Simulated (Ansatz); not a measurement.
Input file for Ansatz (a quantum-chemistry and plane-wave program): R-r2SCAN/def2-TZVPP on AlH5Si (SMILES [AlH2][SiH3]), a point of a torsion scan.

Ansatz 0.2 input:
```yaml
crystal:
  periodic: [false, false, false]
  atoms:
    - {symbol: Al, position_ang: [1.38153295, 0.09500645, 0.00106853]}
    - {symbol: Si, position_ang: [-1.03448921, -0.05965476, 0.01498852]}
    - {symbol: H, position_ang: [2.37333995, -1.11684867, -0.04903123]}
    - {symbol: H, position_ang: [2.22924532, 1.41188962, 0.02326841]}
    - {symbol: H, position_ang: [-1.68753929, 0.08371785, 1.33725728]}
    - {symbol: H, position_ang: [-1.54229106, -1.35628991, -0.49314160]}
    - {symbol: H, position_ang: [-1.72016266, 0.94939483, -0.82637591]}
basis:
  gaussian:
    orbitals: def2-TZVPP
hamiltonian:
  xc: {name: r2SCAN}
scf: {lower_state_search: off}
```

Q: Give the final energy of this run.

A: -534.8442 hartree.
